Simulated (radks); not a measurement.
Results of a calculation; reference values are marked as such.
Task: All-electron atom: Yb2+ in [Xe] 4f14 (the NIST ground configuration). Level of theory: scalar-relativistic Kohn-Sham, SOGGA, spin-polarised, spherical densities, point nucleus (a radial shooting solver on a logarithmic mesh with Libxc functionals). Some entries of the table are withheld. Estimate them.

orbital,occ.,eigenvalue (hartree),<r> (bohr)
1s,2,-2250.398,0.01966
2s,2,(1),(2)
2p,6,-336.5069,0.07416
3s,2,-86.43918,0.2168
3p,6,-72.81202,(3)
3d,10,(4),0.1961
4s,2,-17.42249,0.4880
4p,6,(5),(6)
4d,10,-7.06618,0.5603
5s,2,-2.56001,1.207
5p,6,-1.54667,1.439
4f,14,-0.64497,0.7799
6s,0,-0.55154,3.233
5d,0,-0.48575,2.413
6p,0,-0.37634,4.056

Result: 
(1) 2s eigenvalue (hartree): -381.7213
(2) 2s <r> (bohr): 0.08335
(3) 3p <r> (bohr): 0.2163
(4) 3d eigenvalue (hartree): -56.22103
(5) 4p eigenvalue (hartree): -12.95016
(6) 4p <r> (bohr): 0.5184
